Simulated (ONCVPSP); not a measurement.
**u(r) = r·R(r): atom against pseudo-atom (Ne)**

Columns: radius, all-electron u(r) and pseudo u(r) of the 2s shell (level -45.58 eV) of neon in the configuration [He] 2s2 2p5.5; PBE, scalar-relativistic, ONCV scheme, ONCVPSP 4.0.1.

| r (bohr) | all-electron | pseudo |
| --- | --- | --- |
| 0.042 | -0.3973 | 0.0564 |
| 0.085 | -0.4857 | 0.1184 |
| 0.128 | -0.3988 | 0.1875 |
| 0.170 | -0.2298 | 0.2629 |
| 0.212 | -0.0278 | 0.3455 |
| 0.255 | 0.1829 | 0.4362 |
| 0.298 | 0.3801 | 0.5316 |
| 0.340 | 0.5511 | 0.6277 |
| 0.382 | 0.6971 | 0.7245 |
| 0.425 | 0.8198 | 0.8203 |
| 0.467 | 0.9146 | 0.9058 |
| 0.510 | 0.9881 | 0.9795 |
| 0.552 | 1.0392 | 1.0343 |
| 0.595 | 1.0733 | 1.0715 |
| 0.638 | 1.0913 | 1.0910 |
| 0.680 | 1.0963 | 1.0962 |
| 0.722 | 1.0905 | 1.0904 |
| 0.765 | 1.0758 | 1.0758 |
| 0.807 | 1.0546 | 1.0545 |
| 0.850 | 1.0274 | 1.0273 |
| 0.892 | 0.9966 | 0.9966 |
| 0.935 | 0.9620 | 0.9619 |
| 0.977 | 0.9260 | 0.9259 |
| 1.020 | 0.8877 | 0.8877 |
| 1.062 | 0.8495 | 0.8495 |
| 1.105 | 0.8101 | 0.8101 |

(1) How many radial nodes do the two functions have?

(2) At about which radius was the pseudo-wave matched?

(3) Is the pseudo-wave norm-conserving?

## Answers

(1) The all-electron 2s function has n − l − 1 = 1; the pseudo-wave has 0, since the states of the same l below it are removed with the core.

(2) 0.70 bohr. The columns agree to 0.0005 from 0.64 bohr on; several derivatives are matched, so the curves merge somewhat inside the radius.

(3) Yes: the ONCV scheme keeps the norm inside the radius equal to the all-electron one, which fixes the energy derivative of the logarithmic derivative at the level.
